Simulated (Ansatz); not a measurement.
Input for Ansatz (a first-principles code): R-PBE0/def2-TZVPP on H3Si (SMILES [SiH3-]). Charge -1.

Ansatz 0.2 input:
```yaml
crystal:
  periodic: [false, false, false]
  atoms:
    - {symbol: Si, position_ang: [-0.00123512, 0.00013856, 0.14930178]}
    - {symbol: H, position_ang: [-0.52665190, 1.18959731, -0.68612703]}
    - {symbol: H, position_ang: [1.30250776, -0.13475195, -0.66976825]}
    - {symbol: H, position_ang: [-0.75896512, -1.05673840, -0.68596644]}
basis:
  gaussian:
    orbitals: def2-TZVPP
hamiltonian:
  xc: {name: PBE0}
total_charge: -1
accuracy: high
phonons: {}
scf: {lower_state_search: off}
```

Output:

```
WARN ansatz: RAYON_NUM_THREADS=2 ignored (pool sized by the plan → 2); use --threads N
Functional definition: PBE0
these checks for a lower state are left out or cut short: stability, starts, cluster_reference, orbital_swaps, neighbouring_geometries, increment
integrals: 0.08 GiB planned
1494 factors; integrals over basis functions are off by at most 2.1e-9 eV
mean field: 0.28 GiB planned
mean field evaluation 1: about -7922.5375 eV, gradient 6.3e0 eV
mean field evaluation 2: about -7922.6117 eV, gradient 3.2e0 eV
mean field evaluation 4: about -7922.6370 eV, gradient 6.5e-2 eV
mean field evaluation 8: about -7922.6368 eV, gradient 6.7e-4 eV
mean field evaluation 16: about -7922.6368 eV, gradient 2.5e-8 eV
mean field -7922.63675431 eV, -291.1515305649 hartree, gradient 2.5e-8 eV, S^2 0.000000; 0 other end points of the search recorded, 0 dependent functions left out
the calculation of the forces begins
reference -7922.63675632 eV, -291.1515306387 hartree; 9, 9 occupied and 75, 75 virtual orbitals, 1494 factors
these checks for a lower state are left out or cut short: stability, starts, cluster_reference, orbital_swaps, neighbouring_geometries, increment
integrals: 0.08 GiB planned
1494 factors; integrals over basis functions are off by at most 2.1e-9 eV
mean field: 0.28 GiB planned
mean field -7922.63670638 eV, -291.1515288035 hartree, gradient 8.6e-9 eV, S^2 0.000000; 0 other end points of the search recorded, 0 dependent functions left out
the calculation of the forces begins
reference -7922.63670839 eV, -291.1515288772 hartree; 9, 9 occupied and 75, 75 virtual orbitals, 1494 factors
these checks for a lower state are left out or cut short: stability, starts, cluster_reference, orbital_swaps, neighbouring_geometries, increment
integrals: 0.08 GiB planned
1494 factors; integrals over basis functions are off by at most 2.1e-9 eV
mean field: 0.28 GiB planned
mean field evaluation 32: about -7922.6367 eV, gradient 5.4e-7 eV
mean field -7922.63670619 eV, -291.1515287966 hartree, gradient 8.4e-9 eV, S^2 0.000000; 0 other end points of the search recorded, 0 dependent functions left out
the calculation of the forces begins
reference -7922.63670820 eV, -291.1515288703 hartree; 9, 9 occupied and 75, 75 virtual orbitals, 1494 factors
these checks for a lower state are left out or cut short: stability, starts, cluster_reference, orbital_swaps, neighbouring_geometries, increment
integrals: 0.08 GiB planned
1494 factors; integrals over basis functions are off by at most 2.1e-9 eV
mean field: 0.28 GiB planned
mean field -7922.63670705 eV, -291.1515288282 hartree, gradient 2.6e-8 eV, S^2 0.000000; 0 other end points of the search recorded, 0 dependent functions left out
the calculation of the forces begins
reference -7922.63670906 eV, -291.1515289019 hartree; 9, 9 occupied and 75, 75 virtual orbitals, 1494 factors
these checks for a lower state are left out or cut short: stability, starts, cluster_reference, orbital_swaps, neighbouring_geometries, increment
integrals: 0.08 GiB planned
1494 factors; integrals over basis functions are off by at most 2.1e-9 eV
mean field: 0.28 GiB planned
mean field -7922.63670711 eV, -291.1515288301 hartree, gradient 2.7e-8 eV, S^2 0.000000; 0 other end points of the search recorded, 0 dependent functions left out
the calculation of the forces begins
reference -7922.63670911 eV, -291.1515289039 hartree; 9, 9 occupied and 75, 75 virtual orbitals, 1494 factors
these checks for a lower state are left out or cut short: stability, starts, cluster_reference, orbital_swaps, neighbouring_geometries, increment
integrals: 0.08 GiB planned
1494 factors; integrals over basis functions are off by at most 2.1e-9 eV
mean field: 0.28 GiB planned
mean field -7922.63672331 eV, -291.1515294257 hartree, gradient 1.7e-8 eV, S^2 0.000000; 0 other end points of the search recorded, 0 dependent functions left out
the calculation of the forces begins
reference -7922.63672532 eV, -291.1515294994 hartree; 9, 9 occupied and 75, 75 virtual orbitals, 1494 factors
these checks for a lower state are left out or cut short: stability, starts, cluster_reference, orbital_swaps, neighbouring_geometries, increment
integrals: 0.08 GiB planned
1494 factors; integrals over basis functions are off by at most 2.1e-9 eV
mean field: 0.28 GiB planned
mean field evaluation 64: about -7922.6367 eV, gradient 7.9e-5 eV
mean field -7922.63672343 eV, -291.1515294299 hartree, gradient 1.8e-8 eV, S^2 0.000000; 0 other end points of the search recorded, 0 dependent functions left out
the calculation of the forces begins
reference -7922.63672543 eV, -291.1515295037 hartree; 9, 9 occupied and 75, 75 virtual orbitals, 1494 factors
these checks for a lower state are left out or cut short: stability, starts, cluster_reference, orbital_swaps, neighbouring_geometries, increment
integrals: 0.08 GiB planned
1494 factors; integrals over basis functions are off by at most 2.1e-9 eV
mean field: 0.28 GiB planned
mean field -7922.63674463 eV, -291.1515302091 hartree, gradient 2.7e-8 eV, S^2 0.000000; 0 other end points of the search recorded, 0 dependent functions left out
the calculation of the forces begins
reference -7922.63674664 eV, -291.1515302828 hartree; 9, 9 occupied and 75, 75 virtual orbitals, 1494 factors
these checks for a lower state are left out or cut short: stability, starts, cluster_reference, orbital_swaps, neighbouring_geometries, increment
integrals: 0.08 GiB planned
1494 factors; integrals over basis functions are off by at most 2.1e-9 eV
mean field: 0.28 GiB planned
mean field -7922.63674470 eV, -291.1515302115 hartree, gradient 2.8e-8 eV, S^2 0.000000; 0 other end points of the search recorded, 0 dependent functions left out
the calculation of the forces begins
reference -7922.63674670 eV, -291.1515302852 hartree; 9, 9 occupied and 75, 75 virtual orbitals, 1494 factors
these checks for a lower state are left out or cut short: stability, starts, cluster_reference, orbital_swaps, neighbouring_geometries, increment
integrals: 0.08 GiB planned
1494 factors; integrals over basis functions are off by at most 2.1e-9 eV
mean field: 0.28 GiB planned
mean field -7922.63672330 eV, -291.1515294254 hartree, gradient 1.9e-8 eV, S^2 0.000000; 0 other end points of the search recorded, 0 dependent functions left out
the calculation of the forces begins
reference -7922.63672531 eV, -291.1515294991 hartree; 9, 9 occupied and 75, 75 virtual orbitals, 1494 factors
these checks for a lower state are left out or cut short: stability, starts, cluster_reference, orbital_swaps, neighbouring_geometries, increment
integrals: 0.08 GiB planned
1494 factors; integrals over basis functions are off by at most 2.1e-9 eV
mean field: 0.28 GiB planned
mean field evaluation 96: about -7922.6367 eV, gradient 1.7e-5 eV
mean field -7922.63672319 eV, -291.1515294211 hartree, gradient 1.9e-8 eV, S^2 0.000000; 0 other end points of the search recorded, 0 dependent functions left out
the calculation of the forces begins
reference -7922.63672519 eV, -291.1515294948 hartree; 9, 9 occupied and 75, 75 virtual orbitals, 1494 factors
these checks for a lower state are left out or cut short: stability, starts, cluster_reference, orbital_swaps, neighbouring_geometries, increment
integrals: 0.08 GiB planned
1494 factors; integrals over basis functions are off by at most 2.1e-9 eV
mean field: 0.28 GiB planned
mean field -7922.63674869 eV, -291.1515303582 hartree, gradient 1.8e-8 eV, S^2 0.000000; 0 other end points of the search recorded, 0 dependent functions left out
the calculation of the forces begins
reference -7922.63675069 eV, -291.1515304319 hartree; 9, 9 occupied and 75, 75 virtual orbitals, 1494 factors
these checks for a lower state are left out or cut short: stability, starts, cluster_reference, orbital_swaps, neighbouring_geometries, increment
integrals: 0.08 GiB planned
1494 factors; integrals over basis functions are off by at most 2.1e-9 eV
mean field: 0.28 GiB planned
mean field -7922.63674867 eV, -291.1515303577 hartree, gradient 1.9e-8 eV, S^2 0.000000; 0 other end points of the search recorded, 0 dependent functions left out
the calculation of the forces begins
reference -7922.63675068 eV, -291.1515304315 hartree; 9, 9 occupied and 75, 75 virtual orbitals, 1494 factors
these checks for a lower state are left out or cut short: stability, starts, cluster_reference, orbital_swaps, neighbouring_geometries, increment
integrals: 0.08 GiB planned
1494 factors; integrals over basis functions are off by at most 2.1e-9 eV
mean field: 0.28 GiB planned
mean field -7922.63674080 eV, -291.1515300684 hartree, gradient 1.3e-8 eV, S^2 0.000000; 0 other end points of the search recorded, 0 dependent functions left out
the calculation of the forces begins
reference -7922.63674281 eV, -291.1515301422 hartree; 9, 9 occupied and 75, 75 virtual orbitals, 1494 factors
these checks for a lower state are left out or cut short: stability, starts, cluster_reference, orbital_swaps, neighbouring_geometries, increment
integrals: 0.08 GiB planned
1494 factors; integrals over basis functions are off by at most 2.1e-9 eV
mean field: 0.28 GiB planned
mean field evaluation 128: about -7922.6367 eV, gradient 1.3e-5 eV
mean field -7922.63674074 eV, -291.1515300660 hartree, gradient 1.3e-8 eV, S^2 0.000000; 0 other end points of the search recorded, 0 dependent functions left out
the calculation of the forces begins
reference -7922.63674274 eV, -291.1515301397 hartree; 9, 9 occupied and 75, 75 virtual orbitals, 1494 factors
Total energy: -7922.63675632 eV, -291.1515306387 hartree
Atom 0 at    -0.001235     0.000139     0.149302 Å, force     0.000000     0.000000    -0.000044 eV/Å
Atom 1 at    -0.526652     1.189597    -0.686127 Å, force     0.000004    -0.000009     0.000015 eV/Å
Atom 2 at     1.302508    -0.134752    -0.669768 Å, force    -0.000010     0.000001     0.000015 eV/Å
Atom 3 at    -0.758965    -1.056738    -0.685966 Å, force     0.000006     0.000008     0.000015 eV/Å
Dipole moment:     0.000402    -0.000045    -0.048590 e Å
Vibrations: 867.86 954.68 954.68 1899.36 1899.36 1913.76 cm⁻¹, zero-point energy 0.526294 eV
Checks for a lower state left out: stability, starts, cluster_reference, orbital_swaps, neighbouring_geometries, increment
```

The run converged.

Cost: very roughly 30 core-seconds.
